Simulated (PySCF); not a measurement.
Job for PySCF: R-MP2/6-31G* on GeH4SSi (SMILES [SiH3][Ge][SH]), a point of a torsion scan.

```python
from pyscf import gto, scf, dft, mp
from pyscf.data.elements import chemcore

mol = gto.M(
    atom='''
    Si    0.99390724   -0.12002592   -0.00192121
    Ge   -0.62572466    1.70170086   -0.18552987
    S    -2.03999570    0.77344745   -1.65764629
    H     0.74354264   -1.32931642   -0.80671179
    H     2.33811371    0.34089560   -0.37863354
    H     1.10218104   -0.58021131    1.39008790
    H    -1.49226748   -0.41286404   -1.89183544
    ''',
    basis='6-31g*',
    cart=True,
    charge=0, spin=0, verbose=3, max_memory=1800)
mf = scf.RHF(mol)
mf.conv_tol = 1e-8
mf.max_cycle = 100
mf.kernel()
if not mf.converged:
    mf = mf.newton().run(mf.mo_coeff, mf.mo_occ)
pt = mp.MP2(mf, frozen=chemcore(mol)).run()
```

Program output:

```
converged SCF energy = -2763.83518098478
E(RMP2) = -2764.27886862332  E_corr = -0.443687638532135
E(SCS-RMP2) = -2764.26291794987  E_corr = -0.427736965085695
```

Self-consistency was reached.

Cost: about 2.3 core-seconds (a rough figure).
